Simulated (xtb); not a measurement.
trifluoro(fluorosilyloxy)silane (F4H2OSi2), SMILES [Si](O[SiH2]F)(F)(F)F. All values are semi-empirical tight-binding results from xtb (GFN2-xTB unless named), good for trends rather than for accurate numbers. Coordinates come from a GFN2-xTB optimisation. One conformer was computed; it need not be the lowest.

Computed properties:
```yaml
orbital_gap: 6.45 eV
dipole_moment: 3.01 D
zero_point_energy: 20.5 kcal/mol
G − E(el) at 298.15 K (modified RRHO): -2.1 kcal/mol
static polarisability (D4 model): 75.9 bohr³
solvation energy, GFN2-xTB/ALPB(water): 2.3 kcal/mol
solvation energy, GFN2-xTB/ALPB(benzene): -0.5 kcal/mol
```
